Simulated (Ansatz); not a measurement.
Reactions of `N[SiH](O)[Si](N)(Cl)Cl`.

Computed with Ansatz on PBE0-D4/def2-TZVP structures; ΔE is electronic, products minus reactants. CCSD(T)/CBS adds triple-zeta CCSD(T) − MP2 to the extrapolated MP2 energy (def2 sets, frozen cores). This one scheme is used for every species. One conformer a species, not always the lowest.

Q: Order these by ΔE at CCSD(T)/CBS, lowest first. (Estimate.)
A. `N[SiH](O)[Si](N)(Cl)Cl` + `N[Si](N)(O)O` → `N[SiH](O)[Si](N)(O)O` + `N[Si](N)(Cl)Cl`
B. `N[SiH](O)[Si](N)(Cl)Cl` → `N[SiH](Cl)Cl` + `N[Si]O`
C. `N[SiH](O)[Si](N)(Cl)Cl` + `N[Si](O)(O)O` → `N[Si](O)(Cl)Cl` + `N[SiH](O)[Si](N)(O)O`
D. `N[SiH](O)[Si](N)(Cl)Cl` + H₂ → `N[SiH2][Si](N)(Cl)Cl` + H₂O
E. `N[SiH](O)[Si](N)(Cl)Cl` + `N[SiH](O)Cl` → `N[SiH](Cl)Cl` + `N[Si@H](Cl)O[Si@@H](N)O`
F. `N[SiH](O)[Si](N)(Cl)Cl` → `N[Si](N)(Cl)Cl` + `O[SiH]`
G. `N[SiH](O)[Si](N)(Cl)Cl` + `N[SiH2]S[SiH3]` → `N[SiH](O)S[SiH3]` + `N[SiH2][Si](N)(Cl)Cl`
H. `N[SiH](O)[Si](N)(Cl)Cl` → `N[Si]Cl` + `N[SiH](O)Cl`

A: E (-1.47 eV), G (-0.04 eV), A (+0.04 eV), C (+0.18 eV), D (+0.90 eV), H (+1.11 eV), B (+1.32 eV), F (+1.76 eV).

Largest T1 diagnostic: 0.016, for `O[SiH]`.
